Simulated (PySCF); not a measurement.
H₄STi, SMILES [SH][TiH3], multiplicity 1. Atoms are numbered in the order given.

```xyz
6

Ti    -0.0018    -0.8658     0.0000
H      1.6197    -1.3502     0.0000
H     -0.7961    -1.4392     1.3725
H     -0.7961    -1.4392    -1.3725
S     -0.0785     1.3765     0.0000
H      1.2683     1.2524     0.0000
```

The structure is a stationary point at ωB97X-D3(BJ)/def2-TZVP. The multiplicity is an assumed one; other spin states were not compared.

These are PBE/def2-TZVPD in PySCF values and carry that method's errors.

Symmetry labels are those of the subgroup Cs that the program uses (full group Cs).

**Question.** List the valence orbital energies around the gap with their symmetry. (Estimate from the structure and the level; the computed values follow.)

**Answer.** 
```
orbital  symmetry  energy (eV)
-------  --------  -----------
HOMO−7         A"       -38.53
HOMO−6         A'       -18.33
HOMO−5         A'       -10.63
HOMO−4         A'        -8.33
HOMO−3         A'        -7.76
HOMO−2         A'        -7.41
HOMO−1         A"        -7.40
HOMO           A"        -7.21
LUMO           A'        -4.21
LUMO+1         A"        -4.03
LUMO+2         A'        -3.39
LUMO+3         A'        -2.96
```
